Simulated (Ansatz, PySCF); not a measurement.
Spin gap between two states, R1 and P1; the higher of the two is an excited state, each structure at its B3LYP-D3(BJ)/def2-TZVP stationary point, reached from a drawn start (curvature not checked).
R1, SiH2 (SMILES [SiH2]) (charge 0, multiplicity 1):
```xyz
3

Si     0.0000     0.0000    -0.7087
H      1.0908     0.0000     0.3544
H     -1.0908     0.0000     0.3544
```
P1, SiH2 (SMILES [SiH2]) (charge 0, multiplicity 3, Z-matrix in Å and degrees):
```
Si
H 1 1.4847
H 1 1.4847 2 118.45
```

P less R. No zero-point or thermal terms; singlets are restricted closed shells; open shells are unrestricted.

Frozen-core correlation throughout. CBS: X⁻³ extrapolation of the correlation energy, Hartree–Fock from the larger set.

Codes used: Ansatz (a program for electronic structure) with Gaussian orbitals; PySCF for the D3/D4 terms. All values are computed, each at the level named.

```tsv
level	spin gap (kcal/mol)
HF/cc-pV(T+d)Z	4.15
r2SCAN-D3(BJ)/def2-TZVPP	10.77
B97M-V/def2-TZVPP	20.76
wB97M-V/def2-TZVPP	24.18
MP2/cc-pV(T+d)Z	16.40
SCS-MP2/cc-pV(T+d)Z	21.07
CCSD/cc-pV(D+d)Z	18.74
CCSD/cc-pV(T+d)Z	19.79
CCSD(T)/CBS(cc-pV(T+d)Z, cc-pV(Q+d)Z)	[?]
```

### Question
What belongs in the gaps?

### Answer

- CCSD(T)/CBS(cc-pV(T+d)Z, cc-pV(Q+d)Z), spin gap (kcal/mol): 20.48
